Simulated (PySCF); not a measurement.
NMR data simulated for an unnamed compound:

¹H NMR (600 MHz, computed): δ 6.45 (m, 1H), 6.41 (m, 1H), 5.04 (m, 2H), 4.99 (m, 2H).

¹³C{¹H} NMR (computed): δ 103.6 (C), 90.1 (CH).

Calculated, not measured (PySCF 2.14): NMR shieldings at PBE0/pcSseg-1/GIAO, geometry: GFN2-xTB. Non-relativistic, equivalent nuclei averaged, single conformer, isolated molecule.

References, each an isolated molecule treated in the same way: ¹H (σ = 31.72 ppm), ¹³C (σ = 186.93 ppm) vs TMS.

Question: Which of these does the molecule contain: a Si–H bond, a carboxylic acid, a ketone, a nitrile?

Answer: 
- A Si–H bond: yes (δH 6.45 (m)).
- A carboxylic acid: no.
- A ketone: no.
- A nitrile: no.

The data belong to `InChI=1S/C2H6Cl2F2Si3/c3-1(4)2(5)7-9(6)8-2/h1,9H,7-8H2/t2-,9+`; they needn't prove each group on their own.

Carbon signals by region: 1 in the sp2 and nitrile region (100–160 ppm), 1 at 50–100 ppm.

Carbons that carry Cl, above all several Cl atoms, come out too deshielded, partly because spin–orbit coupling is missing. Splittings by ¹⁹F in the carbon and heteronuclear signals aren't shown, as no couplings were computed. Shifts are as computed. Against solution values, carbons near 30 ppm lie about +3 ppm off and those near 130 ppm about +5 ppm; carbons on Cl a further +6 ppm. Of 1309 compounds with measured shifts, 239 miss one by over three times the rms of a fit or turn the order of signals round; such compounds aren't used in these exercises. Multiplicities follow the n + 1 count of equivalent neighbours, as no J values were calculated; m marks all less simple cases, F and P coupling included.
